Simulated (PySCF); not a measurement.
HIPb, singlet, geometry from GFN2-xTB (such geometries of metal compounds can be far from the true shape) (core potentials on I, Pb), with bond 2-1 at 1.8 times its length; CASSCF(6,5)/def2-SVP (PySCF).

PySCF was given this input:
```python
from pyscf import gto, scf, mcscf
import numpy

mol = gto.Mole()
mol.atom = '''
    Pb   -0.62315407   -0.47582053    0.71382047
    H    -2.79164643   -1.65260666   -1.51704386
    I     0.99861332    0.75748818   -1.09448546
'''
mol.basis = 'def2-svp'
mol.ecp = {'I': 'def2-svp', 'Pb': 'def2-svp'}
mol.verbose = 4
mol.build()

mf = scf.RHF(mol)
mf.kernel()
mc = mcscf.CASSCF(mf, 5, 6)
mc.fix_spin_(ss=0.0)
mc.kernel()
occ = numpy.linalg.eigvalsh(mc.fcisolver.make_rdm1(mc.ci, mc.ncas, mc.nelecas))[::-1]
ss = mc.fcisolver.spin_square(mc.ci, mc.ncas, mc.nelecas)[0]
print('natural occupations', occ.round(4), ' <S^2>', round(ss, 4))
```

It wrote (shortened):

```
PySCF version 2.14.0

[INPUT] verbose = 4
[INPUT] num. atoms = 3
[INPUT] num. electrons = 48
[INPUT] charge = 0
[INPUT] spin (= nelec alpha-beta = 2S) = 0
[INPUT] symmetry False subgroup None
[INPUT] Mole.unit = angstrom
[INPUT] Symbol           X                Y                Z      unit          X                Y                Z       unit  Magmom
[...]
nuclear repulsion = 113.271024768216
number of shells = 23
number of NR pGTOs = 129
number of NR cGTOs = 57
basis = def2-svp
ecp = {'I': 'def2-svp', 'Pb': 'def2-svp'}

******** <class 'pyscf.scf.hf.RHF'> ********
method = RHF
initial guess = minao
damping factor = 0
level_shift factor = 0
DIIS = <class 'pyscf.scf.diis.CDIIS'>
diis_start_cycle = 1
diis_space = 8
diis_damp = 0
SCF conv_tol = 1e-09
SCF conv_tol_grad = None
SCF max_cycles = 50
direct_scf = True
direct_scf_tol = 1e-13
Set gradient conv threshold to 3.16228e-05
Initial guess from minao.
init E= -432.127388906495
[...]
cycle= 1 E= -487.262131782288  delta_E= -55.1  |g|= 2.47  |ddm|= 14.9
[...]
cycle= 2 E= -487.549964201568  delta_E= -0.288  |g|= 1.75  |ddm|= 6.77
[...]
cycle= 3 E= -488.823486665923  delta_E= -1.27  |g|= 0.538  |ddm|= 3.45
[...]
cycle= 4 E= -488.982039355093  delta_E= -0.159  |g|= 0.105  |ddm|= 1.18
[...]
cycle= 5 E= -488.991239321094  delta_E= -0.0092  |g|= 0.038  |ddm|= 0.307
[...]
cycle= 6 E= -488.992833563069  delta_E= -0.00159  |g|= 0.0128  |ddm|= 0.141
[...]
cycle= 7 E= -488.993069769677  delta_E= -0.000236  |g|= 0.00362  |ddm|= 0.0531
[...]
cycle= 8 E= -488.993088709996  delta_E= -1.89e-05  |g|= 0.00113  |ddm|= 0.0149
[...]
cycle= 9 E= -488.993090527538  delta_E= -1.82e-06  |g|= 0.000277  |ddm|= 0.00529
[...]
cycle= 10 E= -488.993090623758  delta_E= -9.62e-08  |g|= 0.000103  |ddm|= 0.00125
[...]
cycle= 11 E= -488.993090634449  delta_E= -1.07e-08  |g|= 3.38e-05  |ddm|= 0.000415
[...]
cycle= 12 E= -488.993090636476  delta_E= -2.03e-09  |g|= 1.21e-05  |ddm|= 0.000147
[...]
cycle= 13 E= -488.993090636791  delta_E= -3.15e-10  |g|= 2.21e-06  |ddm|= 6.67e-05
[...]
Extra cycle  E= -488.993090636798  delta_E= -6.37e-12  |g|= 1.01e-06  |ddm|= 8.28e-06
converged SCF energy = -488.993090636798

******** <class 'pyscf.mcscf.mc1step.CASSCF'> ********
CAS (3e+3e, 5o), ncore = 21, nvir = 31
max_cycle_macro = 50
max_cycle_micro = 4
conv_tol = 1e-07
conv_tol_grad = None
orbital rotation max_stepsize = 0.02
orbital rotation threshold for CI restart = 0.01
augmented hessian ah_max_cycle = 30
augmented hessian ah_conv_tol = 1e-12
[...]
CASCI E = -489.030246534303  S^2 = 0.0000000
[...]
macro iter  40 ( 21 JK    4 micro), CASSCF E = -489.058746486611  dE = -1.53966670e-06  S^2 = 0.0000000
               |grad[o]|=0.00111  |grad[c]|=0.00531  |ddm|=0.00159  |maxRot[o]|=0.0022
macro iter  41 ( 21 JK    4 micro), CASSCF E = -489.058747954630  dE = -1.46801887e-06  S^2 = 0.0000000
               |grad[o]|=0.00109  |grad[c]|=0.00531  |ddm|=0.00159  |maxRot[o]|=0.00212
macro iter  42 ( 21 JK    4 micro), CASSCF E = -489.058749349933  dE = -1.39530260e-06  S^2 = 0.0000000
               |grad[o]|=0.00107  |grad[c]|=0.00532  |ddm|=0.00158  |maxRot[o]|=0.00204
macro iter  43 ( 21 JK    4 micro), CASSCF E = -489.058750671948  dE = -1.32201495e-06  S^2 = 0.0000000
               |grad[o]|=0.00105  |grad[c]|=0.00532  |ddm|=0.00158  |maxRot[o]|=0.00198
macro iter  44 ( 21 JK    4 micro), CASSCF E = -489.058751920598  dE = -1.24865022e-06  S^2 = 0.0000000
               |grad[o]|=0.00103  |grad[c]|=0.00532  |ddm|=0.00158  |maxRot[o]|=0.00203
macro iter  45 ( 21 JK    4 micro), CASSCF E = -489.058753096266  dE = -1.17566833e-06  S^2 = 0.0000000
               |grad[o]|=0.00101  |grad[c]|=0.00533  |ddm|=0.00158  |maxRot[o]|=0.00206
macro iter  46 ( 21 JK    4 micro), CASSCF E = -489.058754199733  dE = -1.10346650e-06  S^2 = 0.0000000
               |grad[o]|=0.000988  |grad[c]|=0.00533  |ddm|=0.00157  |maxRot[o]|=0.00208
macro iter  47 ( 21 JK    4 micro), CASSCF E = -489.058755232130  dE = -1.03239717e-06  S^2 = 0.0000000
               |grad[o]|=0.000968  |grad[c]|=0.00533  |ddm|=0.00157  |maxRot[o]|=0.0021
macro iter  48 ( 21 JK    4 micro), CASSCF E = -489.058756194896  dE = -9.62766478e-07  S^2 = 0.0000000
               |grad[o]|=0.000947  |grad[c]|=0.00533  |ddm|=0.00157  |maxRot[o]|=0.0021
macro iter  49 ( 21 JK    4 micro), CASSCF E = -489.058757089720  dE = -8.94823700e-07  S^2 = 0.0000000
               |grad[o]|=0.000927  |grad[c]|=0.00533  |ddm|=0.00156  |maxRot[o]|=0.00209
macro iter  50 ( 20 JK    4 micro), CASSCF E = -489.058868297670  dE = -1.11207950e-04  S^2 = 0.0000000
               |grad[o]|=0.000907  |grad[c]|=0.00534  |ddm|=0.00156  |maxRot[o]|=0.129
1-step CASSCF not converged,  50 macro (991 JK 192 micro) steps
CASSCF canonicalization
Density matrix diagonal elements [1.99004961 1.99392344 1.56409127 0.01112532 0.44081037]
CASSCF energy = -489.058868297670
CASCI E = -489.058868297670  E(CI) = -5.83467811301563  S^2 = 0.0000000
natural occupations [1.9971 1.9914 1.5781 0.4223 0.011 ]  <S^2> 0.0
```

The run did not converge; its last values are not results.
